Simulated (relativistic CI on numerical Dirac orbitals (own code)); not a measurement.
# d7 in a ligand field

Computed with a parametric ligand-field model of a d^n configuration (Racah B and C, spin-orbit zeta, crystal field), exact diagonalisation.

Field parameters in Wybourne normalisation: D3d B²₀ = −7Dσ, B⁴₀ = −14Dq − 21Dτ, B⁴₃ = −14√(10/7) Dq; D4h B²₀ = −7Ds, B⁴₀ = 21(Dq − Dt), B⁴₄ = 21√(5/14) Dq; Oh B⁴₀ = 21Dq, B⁴₄ = √(5/14) B⁴₀; Td as Oh with Dq negative (B⁴₀ = 21Dq, B⁴₄ = √(5/14) B⁴₀). The field is a parameter set, without covalency.

Question: Ground term and bands for B = 600, C = 2240, ζ = 0 cm⁻¹, D4h, 10Dq = 22500, Ds = -1500, Dt = -420 cm⁻¹?

Answer: Ground term 2B1 with 1.01 electrons in the two orbitals of the cubic e set. Spin-allowed: 2A1 7943 cm⁻¹ (1259 nm), 2B2 22070 cm⁻¹ (453 nm), 2E 24713 cm⁻¹ (405 nm), 2E 28236 cm⁻¹ (354 nm). Lowest spin-forbidden: 4E 16988 cm⁻¹ (589 nm), 4A2 19223 cm⁻¹ (520 nm), 4E 39135 cm⁻¹ (256 nm).

Question: A d7 ion in Oh symmetry has the ground term 4T1 and bands at 4T2 3532 cm⁻¹ (2831 nm), 4A2 7632 cm⁻¹ (1310 nm), 2E 7952 cm⁻¹ (1257 nm), 4T1 10915 cm⁻¹ (916 nm), 2T1 10960 cm⁻¹ (912 nm), 2T2 11148 cm⁻¹ (897 nm). Which parameters reproduce them?

Answer: B = 530, C = 2710, ζ = 0 cm⁻¹, Oh, 10Dq = 4100 cm⁻¹.

Question: A d7 ion in Td symmetry has the ground term 4A2 and bands at 4T2 5200 cm⁻¹ (1923 nm), 4T1 8969 cm⁻¹ (1115 nm), 2E 16406 cm⁻¹ (610 nm), 2T1 17120 cm⁻¹ (584 nm), 2A1 19560 cm⁻¹ (511 nm), 4T1 20431 cm⁻¹ (489 nm). Which parameters reproduce them?

Answer: B = 920, C = 3560, ζ = 0 cm⁻¹, Td, 10Dq = -5200 cm⁻¹.

Question: Ground term and bands for B = 580, C = 2680, ζ = 0 cm⁻¹, D3d, 10Dq = 8400, Dσ = -1200, Dτ = 390 cm⁻¹?

Answer: Ground term 4E with 2.11 electrons in the two orbitals of the cubic e set. Spin-allowed: 4A2 962 cm⁻¹, 4A1 9475 cm⁻¹ (1055 nm), 4E 10112 cm⁻¹ (989 nm), 4A2 14034 cm⁻¹ (713 nm). Lowest spin-forbidden: 2E 2213 cm⁻¹, 2A2 11104 cm⁻¹ (901 nm), 2A1 11230 cm⁻¹ (890 nm).

Question: Ground term and bands for B = 860, C = 4220, ζ = 0 cm⁻¹, D4h, 10Dq = 30400, Ds = 3000, Dt = 160 cm⁻¹?

Answer: Ground term 2A1 with 1.02 electrons in the two orbitals of the cubic e set. Spin-allowed: 2B1 12285 cm⁻¹ (814 nm), 2A2 27238 cm⁻¹ (367 nm), 2E 27410 cm⁻¹ (365 nm), 2B2 30196 cm⁻¹ (331 nm). Lowest spin-forbidden: 4A2 10755 cm⁻¹ (930 nm), 4E 18497 cm⁻¹ (541 nm), 4E 40532 cm⁻¹ (247 nm).
